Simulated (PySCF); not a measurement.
Ligand exchange on a metal centre used in film growth or etching (Ti Cl-H). Gas-phase values, no solvent.

The charge on the central atom (meta-Löwdin) from two functionals at the same geometries (r2SCAN-D4/def2-SVP), both in PySCF: PBE-D3(BJ)/def2-TZVP and TPSSh-D3(BJ)/def2-TZVP. 

| species | PBE-D3(BJ)/def2-TZVP (e) |
|---|---|
| 0 of 4 Cl replaced by H ([Ti(Cl)4]) | 1.01 |
| 1 of 4 Cl replaced by H ([Ti(Cl)3(H)]) | 0.97 |
| 2 of 4 Cl replaced by H ([Ti(Cl)2(H)2]) | 0.95 |
| 3 of 4 Cl replaced by H ([Ti(Cl)(H)3]) | 0.93 |

Problem. What does TPSSh-D3(BJ)/def2-TZVP give for each?

Solution. 
- 0 of 4 Cl replaced by H ([Ti(Cl)4]): 1.11
- 1 of 4 Cl replaced by H ([Ti(Cl)3(H)]): 1.07
- 2 of 4 Cl replaced by H ([Ti(Cl)2(H)2]): 1.06
- 3 of 4 Cl replaced by H ([Ti(Cl)(H)3]): 1.05
Over these rows, drawn at random from the members with no instability flagged (it was tested for open shells, ions and some series alone), PBE minus TPSSh-D3(BJ): mean -0.11 e, from -0.11 e to -0.10 e.
